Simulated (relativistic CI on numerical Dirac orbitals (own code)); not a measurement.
Slater and spin-orbit integrals, Sb43+

These numbers are calculated, not measured: Dirac-Coulomb-Breit CI, orbitals from a KLI potential per configuration, QED by a radiative potential, unscaled Slater integrals (own radial code, finite nucleus).

Slater integrals F^k, G^k are unscaled and averaged over j, outside the closed core 1s2; ζ comes from projecting the Hamiltonian with its Breit term on Σ l·s of the shell.

- 2s²2p⁴: F^2(2p,2p) = 925550, ζ(2p) = 1.424e+06 cm⁻¹; <r>(2p) = 0.1026, <r^2>(2p) = 0.01276 (bohr units).
- 2s2p⁵: G^1(2s,2p) = 988350, ζ(2p) = 1.4178e+06 cm⁻¹; <r>(2s) = 0.1183, <r^2>(2s) = 0.01647, <r>(2p) = 0.1027, <r^2>(2p) = 0.0128 (bohr units).
- 2p⁵3s: ζ(2p) = 1.4362e+06, G^1(2p,3s) = 97557 cm⁻¹; <r>(2p) = 0.1023, <r^2>(2p) = 0.01268, <r>(3s) = 0.2787, <r^2>(3s) = 0.08844 (bohr units).

Averages of the first 10 configurations, taken without configuration mixing, which lowers the lowest level and can move excited configurations by several eV; other configurations of the list can lie among them:

```json
{"Configuration": "2s²2p⁴", "Parity": "even", "States": "15", "Average energy above the lowest level (eV)": "182.9"}
{"Configuration": "2s2p⁵", "Parity": "odd", "States": "12", "Average energy above the lowest level (eV)": "610.0"}
{"Configuration": "2p⁶", "Parity": "even", "States": "1", "Average energy above the lowest level (eV)": "1076.9"}
{"Configuration": "2p⁵3s", "Parity": "odd", "States": "12", "Average energy above the lowest level (eV)": "5048.8"}
{"Configuration": "2p⁵3p", "Parity": "even", "States": "36", "Average energy above the lowest level (eV)": "5165.7"}
{"Configuration": "2p⁵3d", "Parity": "odd", "States": "60", "Average energy above the lowest level (eV)": "5282.4"}
{"Configuration": "2s²2p³3s", "Parity": "odd", "States": "40", "Average energy above the lowest level (eV)": "4206.1"}
{"Configuration": "2s²2p³3p", "Parity": "even", "States": "120", "Average energy above the lowest level (eV)": "4329.4"}
{"Configuration": "2s²2p³3d", "Parity": "odd", "States": "200", "Average energy above the lowest level (eV)": "4446.6"}
{"Configuration": "2s2p⁴3s", "Parity": "even", "States": "60", "Average energy above the lowest level (eV)": "4607.3"}
```
